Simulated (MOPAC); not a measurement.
Input for MOPAC: PM3 on FH3PbSi (SMILES [F][Pb][SiH3]), a point of a torsion scan.

```
PM3 1SCF PRECISE CHARGE=0 THREADS=1
FH3PbSi

F      2.71670279 1     0.78503173 1    -0.02903020 1
Pb     1.78817891 1    -1.11861270 1     0.02648348 1
Si    -0.68870516 1    -0.06514740 1    -0.00098104 1
H     -0.83438856 1     1.30315686 1    -0.48210123 1
H     -1.34707104 1    -0.06498980 1     1.31251579 1
H     -1.63361699 1    -0.83567802 1    -0.82614709 1
```

It printed:

```
*******************************************************************************
 **                                                                           **
 **                              MOPAC v23.2.5                                **
 **                                                                           **
 *******************************************************************************
 ** MOPAC's Digital Object Identifier: https://doi.org/10.5281/zenodo.6511958 **
 **                                                                           **
 ** Please cite the open-source release paper for use of this MOPAC version:  **
 ** J. E. Moussa and J. J. P. Stewart (2026)                                  **
 ** MOPAC: An open-source semiempirical molecular orbital program             **
 ** J. Open Source Softw., 11(119), 8025, https://doi.org/10.21105/joss.08025 **
 *******************************************************************************

                              PM3 CALCULATION RESULTS

 *******************************************************************************
 *  PM3        - The PM3 Hamiltonian to be used
 *
 *
 *
 *                 CHARGE ON SYSTEM = 0
 *
 *
 *
 *  PRECISE    - TIGHTER CRITERIA TO BE USED
 *  1SCF       - DO 1 SCF AND THEN STOP
 *  THREADS=1  - MULTI-THREADING NOT USED
 *  T=         - A TIME OF 172800.0 SECONDS REQUESTED
 *  DUMP=N     - RESTART FILE WRITTEN EVERY 7200.0 SECONDS REQUESTED
 *******************************************************************************
PM3 1SCF PRECISE CHARGE=0 THREADS=1
 FH3PbSi

   ATOM   CHEMICAL          X               Y               Z
  NUMBER   SYMBOL      (ANGSTROMS)     (ANGSTROMS)     (ANGSTROMS)

     1       F          2.71670279  *   0.78503173  *  -0.02903020  *
     2      Pb          1.78817891  *  -1.11861270  *   0.02648348  *
     3      Si         -0.68870516  *  -0.06514740  *  -0.00098104  *
     4       H         -0.83438856  *   1.30315686  *  -0.48210123  *
     5       H         -1.34707104  *  -0.06498980  *   1.31251579  *
     6       H         -1.63361699  *  -0.83567802  *  -0.82614709  *



          CARTESIAN COORDINATES

    NO.       ATOM           X           Y           Z

     1         F          2.7167      0.7850     -0.0290
     2        Pb          1.7882     -1.1186      0.0265
     3        Si         -0.6887     -0.0651     -0.0010
     4         H         -0.8344      1.3032     -0.4821
     5         H         -1.3471     -0.0650      1.3125
     6         H         -1.6336     -0.8357     -0.8261

  H: (PM3): J. J. P. STEWART, J. COMP. CHEM. 10, 209 (1989).
  F: (PM3): J. J. P. STEWART, J. COMP. CHEM. 10, 209 (1989).
 Si: (PM3): J. J. P. STEWART, J. COMP. CHEM. 10, 209 (1989).
 Pb: (PM3): J. J. P. STEWART, J. COMP. CHEM. 12, 320-341 (1991).

           Empirical Formula: H3 F Pb Si  =     6 atoms



      MOLECULAR POINT GROUP   :   C1


      RHF CALCULATION, NO. OF DOUBLY OCCUPIED LEVELS = 9


 -------------------------------------------------------------------------------
 PM3 1SCF PRECISE CHARGE=0 THREADS=1
 FH3PbSi



     1SCF WAS SPECIFIED, SO BFGS WAS NOT USED
     SCF FIELD WAS ACHIEVED


                              PM3 CALCULATION
                                                       MOPAC v23.2.5 Linux




          FINAL HEAT OF FORMATION =        -12.72735 KCAL/MOL =     -53.25121 KJ/MOL


          COSMO AREA              =        127.06 SQUARE ANGSTROMS
          COSMO VOLUME            =        118.96 CUBIC ANGSTROMS

          IONIZATION POTENTIAL    =          8.620709 EV
          HOMO LUMO ENERGIES (EV) =         -8.621 -2.560
          NO. OF FILLED LEVELS    =          9
          MOLECULAR WEIGHT        =        257.3076         POINT GROUP:  C1

          MOLECULAR DIMENSIONS (Angstroms)

            Atom       Atom       Distance
            H     6    F     1     4.71035
           Pb     2    H     4     3.19314
            F     1    H     5     2.05619


          SCF CALCULATIONS        =          1





   ATOM   CHEMICAL          X               Y               Z
  NUMBER   SYMBOL      (ANGSTROMS)     (ANGSTROMS)     (ANGSTROMS)

     1       F          2.71670279  *   0.78503173  *  -0.02903020  *
     2      Pb          1.78817891  *  -1.11861270  *   0.02648348  *
     3      Si         -0.68870516  *  -0.06514740  *  -0.00098104  *
     4       H         -0.83438856  *   1.30315686  *  -0.48210123  *
     5       H         -1.34707104  *  -0.06498980  *   1.31251579  *
     6       H         -1.63361699  *  -0.83567802  *  -0.82614709  *

                             CARTESIAN COORDINATES

   1    F        2.716702790     0.785031730    -0.029030200
   2   Pb        1.788178910    -1.118612700     0.026483480
   3   Si       -0.688705160    -0.065147400    -0.000981040
   4    H       -0.834388560     1.303156860    -0.482101230
   5    H       -1.347071040    -0.064989800     1.312515790
   6    H       -1.633616990    -0.835678020    -0.826147090


           Empirical Formula: H3 F Pb Si  =     6 atoms



      MOLECULAR POINT GROUP   :   C1


                  EIGENVALUES
 -17.89072 -16.40741 -15.02311 -14.10014 -13.88893 -11.95184 -11.75766 -11.39407
  -8.62071  -2.56015  -1.92074  -0.11544   1.55735   1.86989   2.05628


              NET ATOMIC CHARGES AND DIPOLE CONTRIBUTIONS

  ATOM NO.   TYPE          CHARGE      No. of ELECS.   s-Pop       p-Pop
    1          F          -0.422599        7.4226     1.73551     5.68709
    2         Pb           0.638577        3.3614     1.89759     1.46383
    3         Si           0.169954        3.8300     1.06863     2.76141
    4          H          -0.120082        1.1201     1.12008
    5          H          -0.128744        1.1287     1.12874
    6          H          -0.137105        1.1371     1.13711
 DIPOLE           X         Y         Z       TOTAL
 POINT-CHG.     1.798    -5.239     0.150     5.541
 HYBRID        -2.243     1.770    -0.019     2.857
 SUM           -0.445    -3.469     0.130     3.500


          ATOMIC ORBITAL ELECTRON POPULATIONS

     Atom    s        px        py        pz
    1  F   1.73551   1.93751   1.82119   1.92840
    2 Pb   1.89759   0.73711   0.63494   0.09178
    3 Si   1.06863   0.98166   0.90222   0.87753
    4  H   1.12008
    5  H   1.12874
    6  H   1.13711

 **********************
 *                    *
 * JOB ENDED NORMALLY *
 *                    *
 **********************




 == MOPAC DONE ==
```

The run finished.

Cost: roughly 0.03 core-seconds.
